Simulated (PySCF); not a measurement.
C2H2F2, SMILES C(=C\F)/F.

Geometry optimised at TPSSh-D3(BJ)/def2-SVP.

Computed with PySCF with PBE0/def2-TZVPD.

Symmetry labels are those of the subgroup C2h that the program uses (full group C2h).

Computed valence orbital energies around the gap with their symmetry:
```csv
orbital,symmetry,energy (eV)
HOMO−7,Bu,-15.79
HOMO−6,Ag,-15.46
HOMO−5,Ag,-13.91
HOMO−4,Au,-13.86
HOMO−3,Bg,-13.19
HOMO−2,Bu,-11.96
HOMO−1,Ag,-10.78
HOMO,Au,-7.59
LUMO,Bg,0.02
LUMO+1,Bu,0.64
LUMO+2,Ag,0.70
LUMO+3,Bu,1.12
```
